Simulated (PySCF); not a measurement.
Run record: excited-state job, `C#CCP(CO)CC#N`.

Computed with TDDFT PBE0/def2-SVPD, vertical, gas phase, core orbitals frozen in the response (PySCF 2.14.0, density-fitted response routines). Geometry: GFN2-xTB. The input is one job of a driver script: a line of settings, then coordinates in Å.

Command:
```bash
OMP_NUM_THREADS=1 python probes_run.py task.json out
```

Input:
```
{"job": {"kind": "uv", "xc": "PBE0", "basis": "def2-SVPD", "nstates": 6, "ntriplets": 2}, "charge": 0, "multiplicity": 1}
C      2.565550    -1.913688    -1.287442
C      2.037226    -1.207485    -0.477526
C      1.359182    -0.360678     0.473216
P      0.114189     0.734068    -0.394223
C     -0.804513     1.300955     1.143836
O     -0.000783     2.178573     1.891816
C     -1.083212    -0.630452    -0.888706
C     -2.317531    -0.051152    -1.326360
N     -3.299413     0.433568    -1.657236
H      3.051119    -2.533619    -1.980228
H      2.079382     0.300977     0.963926
H      0.861623    -0.967541     1.238053
H     -1.027685     0.454027     1.801876
H     -1.752208     1.769073     0.842492
H      0.107592     3.002243     1.403611
H     -1.269670    -1.305742    -0.046860
H     -0.627846    -1.191099    -1.710156
```

Output:
```
coarse grid: 15248 points
cycle   1  E = -703.5644811511  dE =  1.144e+00  |g| = 7.133e-01  |ddm| = 9.806e+00
cycle   2  E = -703.3417426262  dE =  2.227e-01  |g| = 1.254e+00  |ddm| = 2.968e+00
cycle   3  E = -703.6672992058  dE = -3.256e-01  |g| = 2.220e-01  |ddm| = 1.679e+00
cycle   4  E = -703.6772299471  dE = -9.931e-03  |g| = 8.606e-02  |ddm| = 3.420e-01
cycle   5  E = -703.6786904076  dE = -1.460e-03  |g| = 2.189e-02  |ddm| = 1.115e-01
cycle   6  E = -703.6787992118  dE = -1.088e-04  |g| = 3.966e-03  |ddm| = 4.736e-02
cycle   7  E = -703.6788029168  dE = -3.705e-06  |g| = 1.515e-03  |ddm| = 1.162e-02
final grid: 144352 points
cycle   8  E = -703.7733806997  dE = -4.689e-05  |g| = 9.532e-03  |ddm| = 1.673e-01
cycle   9  E = -703.7733689169  dE =  1.178e-05  |g| = 1.222e-02  |ddm| = 3.178e-02
cycle  10  E = -703.7734016897  dE = -3.277e-05  |g| = 1.755e-03  |ddm| = 1.558e-02
cycle  11  E = -703.7734023606  dE = -6.709e-07  |g| = 4.512e-04  |ddm| = 2.847e-03
cycle  12  E = -703.7734024024  dE = -4.182e-08  |g| = 2.055e-04  |ddm| = 9.420e-04
cycle  13  E = -703.7734024118  dE = -9.343e-09  |g| = 5.170e-05  |ddm| = 3.217e-04
cycle  14  E = -703.7734024125  dE = -7.026e-10  |g| = 1.267e-05  |ddm| = 1.267e-04
converged SCF energy = -703.7734024125

Static polarisability (au): isotropic 104.139, principal 78.521 104.833 129.062

Singlet excitations
state   eV       nm        f      main configurations
  1   6.0824    203.8   0.05052   H->L 0.93
  2   6.3247    196.0   0.02546   H->L+1 0.81, H-1->L 0.09
  3   6.4083    193.5   0.01956   H-1->L 0.60, H->L+1 0.14
  4   6.5751    188.6   0.00311   H-2->L+1 0.30, H-1->L 0.15, H-2->L+4 0.12
  5   6.7225    184.4   0.01334   H-1->L+1 0.34, H->L+4 0.08
  6   6.7778    182.9   0.02077   H->L+2 0.50, H-2->L+1 0.13

Triplet excitations (Tamm-Dancoff, eV): 5.0526 5.2898
```

The SCF starts on a coarse grid where the log names one; the energy can jump when the final grid takes over, and dE then counts from the start density on the new grid. H and L stand for HOMO and LUMO; the number after each pair is its weight.

Which computed singlet has the largest oscillator strength, and what do all of them sum to?

State 1 at 6.08 eV (204 nm), f = 0.051; the 6 states sum to 0.133.

Give S1 in cm⁻¹ and kJ/mol.

6.0824 eV × 8065.54 = 49058 cm⁻¹; × 96.485 = 586.9 kJ/mol.

In short: HOMO -7.51 eV, LUMO -0.28 eV; lowest singlet 6.08 eV; lowest triplet 5.05 eV (Tamm–Dancoff); mean polarisability 104.1 au.

The run took 87 s wall on one thread, Arm Neoverse N1 (aarch64) (shared host), and the process peaked at 1.0 GiB of memory.

One conformer stands for the species.
Labels such as C1 count atoms from 1, the log's own numbers from 0.
